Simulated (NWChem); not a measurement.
A series in which one site is exchanged, each optimised at PBE0/def2-SVP with NWChem, gas phase unless a solvent is named. Some are not confirmed as minima by frequencies. def2 effective core potentials on Zr, I, Hf; no spin-orbit coupling.

A: [I][HfH3] (HfH3I; site = Hf)
B: [SiH3]I (SiH₃I; site = Si)
C: [ZrH3][I] (ZrH3I; site = Zr)
D: [TiH3][I] (TiH₃I; site = Ti)

```json
[
 {"quantity": "dipole (D), PBE0/def2-SVP", "A": "0.42", "B": "…", "C": "0.50", "D": "0.36"},
 {"quantity": "orbital gap (eV), PBE0/def2-SVP", "A": "5.92", "B": "…", "C": "5.63", "D": "5.22"},
 {"quantity": "vertical ionisation energy, ΔSCF, PBE0/def2-SVP (eV)", "A": "10.27", "B": "…", "C": "10.30", "D": "10.52"},
 {"quantity": "static polarisability, PBE0/def2-SVPD (bohr³)", "A": "83.2", "B": "…", "C": "86.2", "D": "80.3"},
 {"quantity": "lowest singlet excitation, PBE0/def2-SVPD, TDA (eV)", "A": "4.31", "B": "…", "C": "3.97", "D": "3.24"}
]
```

What belongs in the gaps?


- dipole (D), PBE0/def2-SVP, B: 1.30
- orbital gap (eV), PBE0/def2-SVP, B: 6.97
- vertical ionisation energy, ΔSCF, PBE0/def2-SVP (eV), B: 10.01
- static polarisability, PBE0/def2-SVPD (bohr³), B: 64.6
- lowest singlet excitation, PBE0/def2-SVPD, TDA (eV), B: 5.42
